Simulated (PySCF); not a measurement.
Magnetisability: `CC(=O)P(C)(C)=S`, C4H9OPS

Geometry:
| atom | x (Å) | y (Å) | z (Å) |
| --- | --- | --- | --- |
| C1 | 2.282 | -0.021 | -0.216 |
| C2 | 1.006 | -0.748 | -0.483 |
| O3 | 0.862 | -1.696 | -1.203 |
| P4 | -0.444 | -0.172 | 0.571 |
| C5 | -1.862 | -1.062 | -0.169 |
| C6 | -0.722 | 1.598 | 0.143 |
| S7 | -0.125 | -0.513 | 2.458 |
| H8 | 2.264 | 0.926 | -0.757 |
| H9 | 2.352 | 0.195 | 0.850 |
| H10 | 3.140 | -0.603 | -0.546 |
| H11 | -2.759 | -0.809 | 0.397 |
| H12 | -1.983 | -0.796 | -1.217 |
| H13 | -1.671 | -2.131 | -0.080 |
| H14 | -0.804 | 1.737 | -0.932 |
| H15 | 0.100 | 2.191 | 0.542 |
| H16 | -1.644 | 1.911 | 0.632 |

Level of theory: GIAO X3LYP/def2-SVP magnetisability, rotational g tensor and spin-rotation constants, non-relativistic, gas phase (PySCF). Geometry: GFN2-xTB.

Task: How diamagnetic is it, and how anisotropic?

Result: Isotropic -1381 × 10⁻³⁰ J/T², or -83.1 × 10⁻⁶ cm³/mol; principal values -1545, -1386, -1211 × 10⁻³⁰ J/T², anisotropy 289 × 10⁻³⁰ J/T² (root of half the summed squared differences of the principal values). The susceptibility is in cgs units.

Task: Split it along the inertial axes a, b, c into diamagnetic and paramagnetic parts about the centre of mass, with the quadrupole moment.

Result: 
| axis | χ (10⁻⁶ cm³/mol) | diamagnetic (10⁻⁶ cm³/mol) | paramagnetic (10⁻⁶ cm³/mol) | summed x² of all electrons (Å²) | quadrupole Θ (D Å) |
| --- | --- | --- | --- | --- | --- |
| a | -79.3 | -725.8 | 646.5 | 143.5 | -7.37 |
| b | -85.6 | -920.2 | 834.6 | 97.7 | +4.28 |
| c | -84.6 | -1023.2 | 938.6 | 73.4 | +3.09 |

Anisotropies 2χaa − χbb − χcc = +11.6 and 2χbb − χaa − χcc = -7.3 × 10⁻⁶ cm³/mol. Θ is traceless in Buckingham's convention.

Task: And the rotational g tensor?

Result: 
```tsv
axis	rotational constant (GHz)	g	nuclear part	electronic part
a	2.0583	-0.0192	0.6059	-0.6251
b	1.4673	-0.0141	0.5613	-0.5753
c	1.3048	-0.0127	0.5627	-0.5754
```
Asymmetric top; isotopes 12C, 1H, 16O, 31P, 32S; no vibrational averaging.
